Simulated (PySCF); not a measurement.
**BrCl: calculation against experiment**

**Experimental background.**

From NIST CCCBDB Release 22 (SRD 101), experimental dipoles, for the gas: dipole moment (microwave Stark effect, vibrational ground state) 0.519 ± 0.004 D.

Liu, Meijer, Perez-Rios, Phys. Chem. Chem. Phys. 22 (2020) 24191 lists, for the gas: dipole moment 0.519 D.

The runs below try to reproduce these values; the comparison stands at the end.

BrCl.
Atom-mapped SMILES: `[Cl:1][Br:2]`

Structure used (B3LYP/cc-pVDZ), in Å, numbered top down from 1:
```
atom  x, y, z in Å
Cl1    1.1017   -0.0165   -0.0069
Br2   -1.0906   -0.0063   -0.0191
```

Runs made with PySCF (gas phase, on this B3LYP/cc-pVDZ geometry; no spin–orbit coupling):

```json
{"level": "B3LYP/cc-pVDZ, grid level 1", "job": "geometry optimisation from a GFN2-xTB start", "basis functions": "45", "wall time": "2.7 s"}
```

Hardware: one thread, Intel Xeon Platinum 8375C at 2.90 GHz (x86_64), shared host.

**Comparison with experiment**

**Dipole moment.** Measured: 0.519 D (NIST CCCBDB Release 22 (SRD 101), experimental dipoles) and 0.519 D (Liu, Meijer, Perez-Rios, Phys. Chem. Chem. Phys. 22 (2020) 24191). Differences are taken against the first.

| level | computed (D) | computed − measured (D) | % (from the printed values) |
| --- | --- | --- | --- |
| B3LYP/cc-pVDZ | 0.606 | +0.087 | +17 |

The computed dipoles belong to one fixed geometry; measured ones are averaged over vibrations unless marked μe. Magnitudes are compared, not signs.

No measured geometry was used, and the causes of the misses weren't examined.
